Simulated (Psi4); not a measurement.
## The standard entropy of HfBr2F2 (SMILES [F][Hf]([F])([Br])[Br]) from a frequency calculation

A singlet with charge 0, relaxed at PBE0-D4/def2-TZVP (density fitting, core potential) (Psi4 1.11):

```xyz
5

F     0.1088   -0.6703    1.8186
Hf    0.0992   -0.1306    0.0167
F     1.3289   -1.1974   -0.9258
Br   -2.1748   -0.4494   -0.9301
Br    0.7897    2.2504   -0.1333
```

Harmonic wavenumbers in cm⁻¹: 70, 107, 137, 146, 171, 258, 280, 653, 665.

Masses in u: F 18.998, Hf 178.49, Br 79.904. Take T = 298.15 K, p = 1 bar, R = 8.3145 J/(mol K), kT/hc = 207.22 cm⁻¹, rigid rotor and harmonic oscillator.

**Question.** Compute the standard molar entropy.

**Answer.** 
1. Translation (Sackur–Tetrode): S = R[3/2 ln M + 5/2 ln T − 1.1517] with M = 376.294 gives 182.8 J/(mol K).
2. Rotation: principal moments 362.985, 756.005, 942.343 u Å² give A, B, C = 0.0464, 0.0223, 0.0179 cm⁻¹; the symmetry number is σ = 2; q = (√π/σ)√((kT/hc)³/ABC) = 614263; S = R(ln q + 3/2) = 123.3.
3. Vibration: with u = ν̃/207.22, each mode gives R[u/(eᵘ − 1) − ln(1 − e⁻ᵘ)]; the sum is 81.2, most from 70 cm⁻¹ (17.4), 107 cm⁻¹ (13.9), 137 cm⁻¹ (11.9).
4. Spin: R ln 1 = 0.0.
5. Sum: 182.8 + 123.3 + 81.2 + 0.0 = 387.3 J/(mol K).

No measured value is set beside it here.
